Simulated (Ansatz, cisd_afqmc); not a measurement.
System: BNH, charge 0, doublet. BNH (SMILES [N]=B, doublet).
B3LYP-D3(BJ)/def2-TZVP minimum from Ansatz (a quantum-chemistry and plane-wave program):
```
B
N 1 1.3055
H 1 1.1689 2 180.00
```
Charge 0, spin multiplicity 2.

Total energies in cc-pVDZ, 9 correlated electrons, 2 frozen orbitals. Open shells are spin-unrestricted; no spin-orbit coupling. Cores are frozen in correlated methods. No relativity. AFQMC is phaseless with a CISD trial state; ± is one standard error, without the phaseless bias. Outlying blocks are dropped, and bars are widened where a walk drifts. Over all cases where full CI ran beside it in this data, AFQMC minus full CI had a median of +0.1 mEh and passed +0.4 mEh in a tenth of the cases. The UHF reference of HBN (B=[N], doublet) is spin-contaminated (<S^2> up to 0.03 over the pure value in the sets run).

```json
[
 {"method": "HF", "program": "Ansatz", "energy (Eh)": "-79.64054", "minus CCSDTQ (mEh)": "233.35"},
 {"method": "MP2", "program": "Ansatz", "energy (Eh)": "-79.83973", "minus CCSDTQ (mEh)": "34.16"},
 {"method": "CCSD", "program": "Ansatz", "energy (Eh)": "-79.86481", "minus CCSDTQ (mEh)": "9.08"},
 {"method": "CCSD(T)", "program": "Ansatz", "energy (Eh)": "-79.87221", "minus CCSDTQ (mEh)": "1.68"},
 {"method": "CCSDT(Q)", "program": "Ansatz", "energy (Eh)": "-79.87397", "minus CCSDTQ (mEh)": "-0.07"},
 {"method": "CCSDTQ", "program": "Ansatz", "energy (Eh)": "-79.87389", "minus CCSDTQ (mEh)": "0.00"},
 {"method": "AFQMC/CISD", "program": "cisd_afqmc", "energy (Eh)": "-79.8733 ± 0.0006", "minus CCSDTQ (mEh)": "0.6 ± 0.6"}
]
```

Rough core times of Ansatz's runs on a shared machine: CCSD(T) under 20 s, CCSDT(Q) 40 s, CCSDTQ 10 min.
